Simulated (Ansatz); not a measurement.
Relaxation of the cluster B2Mo2 with RKS r2SCAN-D4/def2-TZVP.

```sh
$ ansatz run in.yaml --threads 4 --pin off --events-out ev --progress --plain --max-ram 3916MiB
```

```yaml
crystal:
  periodic: [false, false, false]
  atoms:
    - {symbol: Mo, position_ang: [-0.945770, -0.500970, -0.767580]}
    - {symbol: Mo, position_ang: [0.048970, 0.375160, 1.261430]}
    - {symbol: B, position_ang: [0.047850, 1.408410, -0.632930]}
    - {symbol: B, position_ang: [0.848950, -1.282600, 0.139080]}
basis:
  gaussian: {orbitals: def2-TZVP}
hamiltonian: {xc: r2scan, dispersion: d4}
scf: {lower_state_search: "off"}
output: {orbitals: {seedname: orbitals}}
relax: {f_tol: 0.02, max_steps: 100}
```

Hardware: 4 threads of Arm Neoverse V1 on a shared host. Wall time 11 s.

Positions (Å) and forces (eV/Å) at steps 1, 2, 3, 4, 5 of 5:

```xyz
4
step=1 energy=-5059.7104 eV
Mo   -0.946   -0.501   -0.768    4.129    2.158    3.254
Mo    0.049    0.375    1.261   -0.141   -1.594   -5.452
B     0.048    1.408   -0.633   -1.386   -2.325    1.688
B     0.849   -1.283    0.139   -2.603    1.761    0.509
4
step=2 energy=-5060.8861 eV
Mo   -0.782   -0.430   -0.690   -0.923   -1.032   -2.639
Mo    0.083    0.333    1.075    1.507    1.111    2.318
B    -0.059    1.421   -0.586   -0.341    0.126    0.112
B     0.758   -1.323    0.201   -0.244   -0.205    0.209
4
step=3 energy=-5061.0682 eV
Mo   -0.739   -0.441   -0.770   -0.072   -0.025   -0.010
Mo    0.169    0.361    1.084   -0.034    0.010    0.069
B    -0.136    1.454   -0.562    0.208   -0.511    0.120
B     0.706   -1.375    0.248   -0.101    0.526   -0.178
4
step=4 energy=-5061.0913 eV
Mo   -0.764   -0.447   -0.765    0.177    0.076    0.083
Mo    0.151    0.361    1.102    0.037   -0.046   -0.202
B    -0.102    1.417   -0.563   -0.088   -0.080    0.078
B     0.716   -1.331    0.225   -0.127    0.050    0.040
4
step=5 energy=-5061.0935 eV
Mo   -0.757   -0.445   -0.767    0.002   -0.002   -0.008
Mo    0.157    0.361    1.097    0.007    0.003    0.003
B    -0.110    1.418   -0.560   -0.006    0.002    0.002
B     0.710   -1.334    0.229   -0.004   -0.004    0.003
```

In the def2 sets Mo takes a core potential; there is no spin–orbit coupling. The relaxation made no stability test and no search for a lower SCF solution. The structure comes from a short search, and lower isomers may exist.
